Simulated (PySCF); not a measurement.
## Energy of Mn²⁺ (manganese, charge +2) between two integer charges

The 3d alpha orbital of [Ar] 3d5 is emptied in steps (occupation f), with all orbitals relaxed, ending at [Ar] 3d4. Calculation: PySCF 2.14, in x2c-TZVPall (6s5p4d1f, 48 functions); scalar relativity by spin-free X2C-1e. The exact energy is a straight line in f; departures are measured from the line between the end points of the same method.

| f | M06-2X (eV) |
| --- | --- |
| 1 | 0.000 |
| 0.9 | -0.262 |
| 0.7 | -0.626 |
| 0.5 | -0.764 |
| 0.3 | -0.655 |
| 0.1 | -0.286 |
| 0 | 0.000 |

Task: For M06-2X, how does the orbital energy at f = 1 compare with the removal energy?

Result: −ε = 30.524 eV against a total-energy difference of 33.399 eV. By Janak's theorem ε = ∂E/∂f, so the gap between them reflects the curvature. Along the path −ε is 31.039 (f = 0.9), 32.130 (f = 0.7), 33.313 (f = 0.5), 34.583 (f = 0.3), 35.917 (f = 0.1) eV.

Reference removal energy between the ground levels: 33.668 ± 0.012 eV (measured; NIST Atomic Spectra Database, ionization energies). The calculation has no spin-orbit coupling. The determinant left behind need not be the lowest term of the ion.
